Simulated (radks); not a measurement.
Kinetic energies: the exact non-interacting value of the Kohn-Sham orbitals and orbital-free approximations, as 100 (|E| - |E exact|)/|E exact|, negative where the magnitude is too small. Species: Tc42+ 1s1; Li [He] 2s1. All-electron calculation, non-relativistic Kohn-Sham, exchange-only PBE, spin-polarised, spherical densities, point nucleus. Program: a radial shooting solver on a logarithmic mesh with Libxc functionals. Every spin shell is full or empty, so the densities are truly spherical. Functionals are evaluated on that one density, not self-consistently.

| functional | Tc42+ | Li |
|---|---|---|
| exact (hartree) | 924.219 | 7.41138 |
| Thomas-Fermi | -8.23 | -10.35 |
| TF + vW | +91.77 | +86.92 |
| TF + vW/9 | +2.88 | +0.46 |
| LC94 | +2.36 | +0.25 |
| APBEK | +2.20 | +0.20 |
| revAPBEK | +3.10 | +1.06 |
| Thakkar | +2.56 | +0.52 |
| LKT | +62.79 | +57.48 |
| PG1 | +55.49 | +49.95 |
| DePristo-Kress | +3.09 | -0.37 |
| Ernzerhof | +6.86 | +3.24 |
